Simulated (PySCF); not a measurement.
# Excitation energy of Pt²⁺ by level of theory

Pt²⁺ [Xe] 4f14 5d8 (3F) → Pt²⁺ [Xe] 4f14 5d7 6s1 (5F), as a difference of total energies. All numbers are calculated (PySCF 2.14, scalar relativity through the core potential, in aug-cc-pwCVDZ-PP with ECP60MDF (6s6p5d3f, 70 functions)). Correlated levels: valence and next inner shell: nothing frozen outside the core potential. The calculations carry no spin-orbit coupling.

```
                                method  excitation energy (eV)
                                   UHF                   2.495
    MP2 (valence and next inner shell)                   2.485
SCS-MP2 (valence and next inner shell)                   2.735
   CCSD (valence and next inner shell)                   2.535
CCSD(T) (valence and next inner shell)                   2.559
```

Problem. How much does correlation contribute at CCSD(T) (valence and next inner shell)?

Solution. 2.559 − (2.495) = 0.064 eV, measured against UHF.
